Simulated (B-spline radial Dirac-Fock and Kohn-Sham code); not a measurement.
**K-line shifts caused by a second vacancy in Ho³⁵⁺**

System: holmium as Ho³⁵⁺, configuration [Ar] 3d10 4s2 4p2.

These are calculated numbers from a radial finite-basis atomic code; the model is ΔSCF Dirac-Fock with Breit, self-energy and vacuum polarisation, finite nucleus, configuration average. Each two-hole energy is an average over J within one jj subconfiguration, not an observable level; in light atoms, where LS coupling holds, the j-resolved values are not observed lines, and for a K spectator the Kα1 hypersatellite is nearly forbidden. Electron correlation is not included.

Lines without a spectator: Kα2 (K-L2) 46715.6 eV, Kα1 (K-L3) 47565.3 eV, Kβ3 (K-M2) 53781.1 eV, Kβ1 (K-M3) 53967.8 eV. Shifts in eV with one spectator hole (a dash: not computed, or left out as unreliable):

| spectator hole | Kα2 | Kα1 | Kβ3 | Kβ1 |
| --- | --- | --- | --- | --- |
| K (1s) | +849.8 | +901.5 | +1099.7 | +1112.1 |
| L2 (2p1/2) | +105.2 | +138.6 | – | +276.0 |
| L3 (2p3/2) | +87.0 | +92.6 | +220.4 | – |
| M2 (3p1/2) | – | +22.17 | +47.6 | +56.1 |
| M3 (3p3/2) | +13.74 | – | +43.7 | +44.2 |
| M4 (3d3/2) | +5.18 | +1.79 | – | – |
| M5 (3d5/2) | +0.14 | +3.84 | – | – |
